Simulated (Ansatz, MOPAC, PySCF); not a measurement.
Molecule: HS2 (charge -1, singlet). SMILES: [S-]S
Geometry from a B3LYP-D3(BJ)/def2-TZVP (Ansatz, a program for electronic structure) optimisation:
```xyz
3

S     -0.9925     0.0247     0.4650
S      0.8936     0.0305    -0.4803
H      1.5810    -0.8842     0.2447
```
Charge -1, spin multiplicity 1.

Unscaled harmonic wavenumbers (cm⁻¹) in rising order, each level at the stationary point that it reaches from this structure (no distance between atoms moves by over 0.3 Å); the order of modes can differ between levels, and a negative number is imaginary. B3LYP-D3(BJ)/def2-TZVP (PySCF, at the structure above): 458, 822, 2516.

AM1 (MOPAC): 385, 826, 2005. Zero-point energy 4.6 against 5.4 kcal/mol; where all levels lie over 400 cm⁻¹, the wavenumbers are on average 0.901 times those of B3LYP-D3(BJ)/def2-TZVP.

PM3 (MOPAC): 544, 855, 1611. Zero-point energy 4.3 against 5.4 kcal/mol; where all levels lie over 400 cm⁻¹, the wavenumbers are on average 0.840 times those of B3LYP-D3(BJ)/def2-TZVP.

HF/6-31G* (Ansatz): 487, 917, 2821. Zero-point energy 6.0 against 5.4 kcal/mol; where all levels lie over 400 cm⁻¹, the wavenumbers are on average 1.118 times those of B3LYP-D3(BJ)/def2-TZVP.

B3LYP/6-31G* (Ansatz): 444, 826, 2495. Zero-point energy 5.4 against 5.4 kcal/mol; where all levels lie over 400 cm⁻¹, the wavenumbers are on average 0.998 times those of B3LYP-D3(BJ)/def2-TZVP.
